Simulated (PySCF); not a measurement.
C5H4IN.
SMILES: `IC1=CC=CN=C1`

Computed with PBE0-D3(BJ)/def2-SVP geometry optimisation, gas phase, def2 core potentials past Kr (PySCF 2.14.0).

Take the most abundant isotopes and a rigid rotor. 

Task: What are A, B and C (MHz)?

Result: Ia = 86.12, Ib = 672.61, Ic = 758.72 u·Å²; 505379 MHz·u·Å²/I gives A = 5869, B = 751.4, C = 666.1 MHz.

Task: Classify the top.

Result: A near-prolate asymmetric top. Ray's parameter κ = (2B − A − C)/(A − C) = -0.967; −1 is the prolate and +1 the oblate limit.

Task: What does the inertial defect say?

Result: Planar: Δ = Ic − Ia − Ib = 0.00 u·Å². For a rigid frame Δ = −2 Σ m c², so it vanishes when all atoms lie in the ab plane; here none is more than 0.01 Å from it.

Task: Give the coordinates in the principal-axis frame, origin at the centre of mass.

Result: The sense of each axis is arbitrary; atoms in the order of the calculation.
```
atom  mass (u)   a (Å)   b (Å)   c (Å)
  I1   126.904   1.336  -0.003   0.000
  C2    12.000  -0.762   0.034   0.001
  C3    12.000  -1.455   1.242   0.002
  C4    12.000  -2.847   1.195  -0.001
  C5    12.000  -3.475  -0.050  -0.001
  N6    14.003  -2.809  -1.201   0.000
  C7    12.000  -1.482  -1.166   0.001
  H8     1.008  -0.924   2.196   0.002
  H9     1.008  -3.436   2.115  -0.001
 H10     1.008  -4.569  -0.118  -0.003
 H11     1.008  -0.956  -2.127   0.002
```

Task: Which lines would a microwave search look for?

Result: The dipole components are |μa| = 0.30 D, |μb| = 1.91 D, |μc| = 0.00 D; the mirror of this Cs structure is the ab plane, so μc vanishes by symmetry and there are no c-type lines. Intensities carry the squares of the components, which stand as 0.02 : 1.00 (a : b). Some lines, for components of 0.1 D or more:

```
type  branch         J(Ka,Kc)    MHz  lower level (cm⁻¹)
   a       Q  3(1,2) ← 3(1,3)    512               0.447
   a       R  3(2,2) ← 2(2,1)   4252               0.830
   a       R  3(1,2) ← 2(1,1)   4380               0.318
   b       Q  2(1,1) ← 2(0,2)   5289               0.142
   a       R  4(1,4) ← 3(1,3)   5497               0.447
   a       R  4(0,4) ← 3(0,3)   5659               0.284
   b       R  2(1,2) ← 1(0,1)   7867               0.047
   b       Q  4(2,2) ← 4(1,3)  15071               0.659
   b       Q  3(2,1) ← 3(1,2)  15230               0.464
   b       R  2(2,0) ← 1(1,1)  18358               0.218
   b       R  3(2,2) ← 2(1,1)  19604               0.318
   b       R  3(2,1) ← 2(1,2)  19865               0.310
   b       R  3(3,0) ← 2(2,1)  30052               0.830
   b       R  4(3,2) ← 3(2,1)  31467               0.972
   b       R  4(4,1) ← 3(3,0)  41789               1.833
```

No PBE0-D3(BJ)/def2-SVP frequencies stand behind this structure, so it isn't proved a minimum. Constants of a rigid frame at the computed geometry: no zero-point averaging, no centrifugal distortion. Quadrupole hyperfine structure (14N, 127I) is left out.

Time: 83 s wall; peak memory 0.51 GiB. Hardware: an Intel Xeon Platinum 8259CL at 2.50 GHz with one thread, shared host. That covers the optimisation of the geometry.
